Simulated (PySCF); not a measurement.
**Structure from NMR data**

The spectra below were simulated for a compound C5H7F3.

1H NMR (400 MHz, computed): δ 6.54 (m, 1H), 6.15 (m, 1H), 5.16 (m, 2H), 2.08 (s, 3H).

13C{1H} NMR (computed): δ 156.6 (C), 123.0 (CH), 118.6 (CH), 87.9 (CH2), 14.5 (CH3).

PySCF calculation with NMR shieldings at PBE0/pcSseg-1/GIAO and GFN2-xTB geometry; non-relativistic, no solvent model, one computed conformer, averaged over atoms made equivalent by symmetry, fast rotation or ring inversion.

Scale: TMS for 1H (σ = 31.72 ppm), 13C (σ = 186.93 ppm) (reference shieldings calculated alike).

**Question.** Which of these isomers gave the spectra?
A. FC(F)C1(F)CCC1
B. C/C(=C\C(F)F)CF
C. C[C@@H]1C[C@H]1C(F)(F)F

**Answer.** B. 

1. The formula gives 1 degree of unsaturation (no ring in the answer).
2. 5 carbon signals for 5 carbons: no two carbons are equivalent.
3. Carbon types of the structure: 1 × C, 2 × CH, 1 × CH2, 1 × CH3, which accounts for all hydrogens.
4. δC 156.6: fully substituted alkene carbon; an sp2 carbon of a C=C bond.
5. δC 123.0: alkene CH; as expected for a trigonal carbon in a double bond.
6. δC 118.6: allylic sp3 CH bonded to 2 F; 2 electronegative neighbours deshield it.
7. δC 87.9: allylic sp3 CH2 bonded to F; the inductive effect lowers its shielding.
8. δH 2.08: hydrogen on an allylic methyl carbon; allylic position.

The others: FC(F)C1(F)CCC1 would give 4 carbon signals, not 5; C[C@@H]1C[C@H]1C(F)(F)F would give 5 signals for carbon-bound and other non-exchanging H, not 4.

Splittings by 19F in the carbon and heteronuclear signals aren't shown, as no couplings were computed. Shifts are as computed. Against solution values, carbons near 30 ppm lie about +3 ppm off and those near 130 ppm about +5 ppm. Of 1211 compounds with measured shifts, 218 miss one by over three times the rms of a fit or turn the order of signals round; such compounds aren't used in these exercises. Multiplicities follow the n + 1 count of equivalent neighbours, as no J values were calculated; m marks all less simple cases, F and P coupling included.
